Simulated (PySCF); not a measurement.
Stepwise substitution at one centre (Ge NH2-OCH3). Gas-phase values, no solvent. One relaxed conformer stands for each flexible species; it need not be the lowest. Strings in code marks are SMILES.

The HOMO from two functionals at the same geometries (r2SCAN-D4/def2-SVP), both in PySCF: PBE-D3(BJ)/def2-TZVP and r2SCAN-D4/def2-TZVP. 

```json
[
 {"species": "0 of 4 NH2 replaced by OCH3 (`[NH2][Ge]([NH2])([NH2])[NH2]`)", "PBE-D3(BJ)/def2-TZVP (eV)": "-5.70", "r2SCAN-D4/def2-TZVP (eV)": "-6.04"},
 {"species": "1 of 4 NH2 replaced by OCH3 (`C[O][Ge]([NH2])([NH2])[NH2]`)", "PBE-D3(BJ)/def2-TZVP (eV)": "-5.78", "r2SCAN-D4/def2-TZVP (eV)": "-6.12"},
 {"species": "2 of 4 NH2 replaced by OCH3 (`[NH2][Ge]([O]C)([O]C)[NH2]`)", "PBE-D3(BJ)/def2-TZVP (eV)": "-5.96", "r2SCAN-D4/def2-TZVP (eV)": "-6.30"},
 {"species": "3 of 4 NH2 replaced by OCH3 (`[Ge]([O]C)([NH2])([O]C)[O]C`)", "PBE-D3(BJ)/def2-TZVP (eV)": "-6.16", "r2SCAN-D4/def2-TZVP (eV)": "-6.51"},
 {"species": "4 of 4 NH2 replaced by OCH3", "PBE-D3(BJ)/def2-TZVP (eV)": "-6.47", "r2SCAN-D4/def2-TZVP (eV)": "-6.81"}
]
```

Over these rows, drawn at random from the members with no instability flagged (it was tested for open shells, ions and some series alone), PBE minus r2SCAN-D4: mean +0.34 eV, from +0.34 eV to +0.35 eV.
